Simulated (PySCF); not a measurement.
HNaO, singlet, geometry from GFN2-xTB (such geometries of metal compounds can be far from the true shape); B3LYP/def2-SVP (PySCF).

The PySCF input:
```python
from pyscf import gto, scf, dft

mol = gto.M(
    atom='''
Na   -0.607087   -0.345670   -0.499162
O     0.685963    0.344731    0.564711
H     1.190254    1.044526    0.973099
''',
    basis='def2-svp',
    charge=0,
    spin=0,
    verbose=4,
)

mf = dft.RKS(mol)
mf.xc = 'b3lyp'
mf.kernel()
mf.analyze()
```

It wrote (shortened):

```
PySCF version 2.14.0

[INPUT] verbose = 4
[INPUT] num. atoms = 3
[INPUT] num. electrons = 20
[INPUT] charge = 0
[INPUT] spin (= nelec alpha-beta = 2S) = 0
[INPUT] symmetry False subgroup None
[INPUT] Mole.unit = angstrom
[INPUT] Symbol           X                Y                Z      unit          X                Y                Z       unit  Magmom
[INPUT]  1 Na    -0.607087000000  -0.345670000000  -0.499162000000 AA   -1.147228163784  -0.653221629478  -0.943279471790 Bohr   0.0
[INPUT]  2 O      0.685963000000   0.344731000000   0.564711000000 AA    1.296282201585   0.651447176647   1.067149129529 Bohr   0.0
[INPUT]  3 H      1.190254000000   1.044526000000   0.973099000000 AA    2.249254078668   1.973868069987   1.838890602088 Bohr   0.0

nuclear repulsion = 32.2966535607174
number of shells = 16
number of NR pGTOs = 64
number of NR cGTOs = 34
basis = def2-svp
ecp = {}

******** <class 'pyscf.dft.rks.RKS'> ********
method = RKS
initial guess = minao
damping factor = 0
level_shift factor = 0
DIIS = <class 'pyscf.scf.diis.CDIIS'>
diis_start_cycle = 1
diis_space = 8
diis_damp = 0
SCF conv_tol = 1e-09
SCF conv_tol_grad = None
SCF max_cycles = 50
direct_scf = True
direct_scf_tol = 1e-13
XC library pyscf.dft.libxc version 7.1.2
    S. Lehtola, C. Steigemann, M. J. T. Oliveira, and M. A. L. Marques,  SoftwareX 7, 1–5 (2018)
XC functionals = b3lyp
    P. J. Stephens, F. J. Devlin, C. F. Chabalowski, and M. J. Frisch,  J. Phys. Chem. 98, 11623 (1994)
radial grids:
    Treutler-Ahlrichs [JCP 102, 346 (1995); DOI:10.1063/1.469408] (M4) radial grids

becke partition: Becke, JCP 88, 2547 (1988); DOI:10.1063/1.454033
pruning grids: <function nwchem_prune>
grids dens level: 3
symmetrized grids: False
atomic radii adjust function: <function treutler_atomic_radii_adjust>
small_rho_cutoff = 0
Set gradient conv threshold to 3.16228e-05
Initial guess from minao.
tot grids = 41992
init E= -237.898676369786
  HOMO = -0.446404700962826  LUMO = -0.0866653860343272  gap/eV = 9.78901
cycle= 1 E= -237.793254554838  delta_E= 0.105  |g|= 1.02  |ddm|= 1.34
  HOMO = 0.0290164601821497  LUMO = 0.0312220462265743  gap/eV = 0.06002
cycle= 2 E= -233.714206077053  delta_E= 4.08  |g|= 2.98  |ddm|= 3.88
  HOMO = -0.314671453378572  LUMO = -0.0443647178053723  gap/eV = 7.35542
cycle= 3 E= -237.974561855995  delta_E= -4.26  |g|= 0.326  |ddm|= 3.67
  HOMO = -0.169761610772266  LUMO = -0.046429156245857  gap/eV = 3.35605
cycle= 4 E= -238.007166317244  delta_E= -0.0326  |g|= 0.0592  |ddm|= 0.47
  HOMO = -0.170423451066029  LUMO = -0.0477834525131327  gap/eV = 3.33720
cycle= 5 E= -238.007894875518  delta_E= -0.000729  |g|= 0.0128  |ddm|= 0.0632
  HOMO = -0.174968271823241  LUMO = -0.0495429371739453  gap/eV = 3.41300
cycle= 6 E= -238.007924385216  delta_E= -2.95e-05  |g|= 0.00397  |ddm|= 0.0104
  HOMO = -0.175869511025268  LUMO = -0.0498036068986285  gap/eV = 3.43043
cycle= 7 E= -238.007927528639  delta_E= -3.14e-06  |g|= 0.000953  |ddm|= 0.00307
  HOMO = -0.176108335630944  LUMO = -0.0498492406430229  gap/eV = 3.43568
cycle= 8 E= -238.007927726878  delta_E= -1.98e-07  |g|= 1.29e-05  |ddm|= 0.000956
  HOMO = -0.176107827633422  LUMO = -0.0498500285856358  gap/eV = 3.43565
cycle= 9 E= -238.007927726978  delta_E= -1e-10  |g|= 2.79e-06  |ddm|= 3.47e-05
  HOMO = -0.176106583812271  LUMO = -0.0498498677646739  gap/eV = 3.43562
Extra cycle  E= -238.007927726978  delta_E= -2.27e-13  |g|= 4.26e-06  |ddm|= 7.87e-06
converged SCF energy = -238.007927726978
**** SCF Summaries ****
Total Energy =                        -238.007927726978295
Nuclear Repulsion Energy =              32.296653560717381
One-electron Energy =                 -398.136610149260036
Two-electron Energy =                  127.832028861564339
Two-electron Coulomb Energy =          151.362423488130304
DFT Exchange-Correlation Energy =      -23.530394626565972
HOMO-LUMO gap [eV] =                     3.435620237988699
**** MO energy ****
MO #1   energy= -38.4236663530574  occ= 2
MO #2   energy= -18.9825285577446  occ= 2
MO #3   energy= -2.18875287595597  occ= 2
MO #4   energy= -1.12282572634437  occ= 2
MO #5   energy= -1.12155184423637  occ= 2
MO #6   energy= -1.12148888883256  occ= 2
MO #7   energy= -0.797333567844456 occ= 2
MO #8   energy= -0.325385847025711 occ= 2
MO #9   energy= -0.176717313740901 occ= 2
MO #10  energy= -0.176106583812271 occ= 2
MO #11  energy= -0.0498498677646739 occ= 0
MO #12  energy= 0.040131000321563  occ= 0
MO #13  energy= 0.0405111324782258 occ= 0
MO #14  energy= 0.0578168835663981 occ= 0
MO #15  energy= 0.108931001060391  occ= 0
MO #16  energy= 0.182907930717141  occ= 0
MO #17  energy= 0.277400183851305  occ= 0
MO #18  energy= 0.277508682871044  occ= 0
 ** Mulliken pop on meta-lowdin orthogonal AOs  **
 ** Mulliken pop  **
pop of  0 Na 1s           1.99999
pop of  0 Na 2s           1.99957
pop of  0 Na 3s           0.10664
pop of  0 Na 4s           0.00671
pop of  0 Na 2px          1.99939
pop of  0 Na 2py          1.99966
pop of  0 Na 2pz          1.99952
pop of  0 Na 3px          0.03661
pop of  0 Na 3py          0.04458
pop of  0 Na 3pz          0.04566
pop of  0 Na 3dxy         0.00278
pop of  0 Na 3dyz         0.00245
pop of  0 Na 3dz^2        0.00617
pop of  0 Na 3dxz         0.00185
pop of  0 Na 3dx2-y2      0.00530
pop of  1 O 1s            1.99994
pop of  1 O 2s            1.72780
pop of  1 O 3s            0.00883
pop of  1 O 2px           1.76235
pop of  1 O 2py           1.67480
pop of  1 O 2pz           1.81460
pop of  1 O 3px           0.00630
pop of  1 O 3py           0.00644
pop of  1 O 3pz           0.00700
pop of  1 O 3dxy          0.00146
pop of  1 O 3dyz          0.00102
pop of  1 O 3dz^2         0.00022
pop of  1 O 3dxz          0.00048
pop of  1 O 3dx2-y2       0.00034
pop of  2 H 1s            0.71852
pop of  2 H 2s            0.00865
pop of  2 H 2px           0.00139
pop of  2 H 2py           0.00154
pop of  2 H 2pz           0.00145
 ** Mulliken atomic charges  **
charge of    0Na =      0.74310
charge of    1O =     -1.01157
charge of    2H =      0.26847
Dipole moment(X, Y, Z, Debye): -3.89822, -1.70389, -3.21304
```
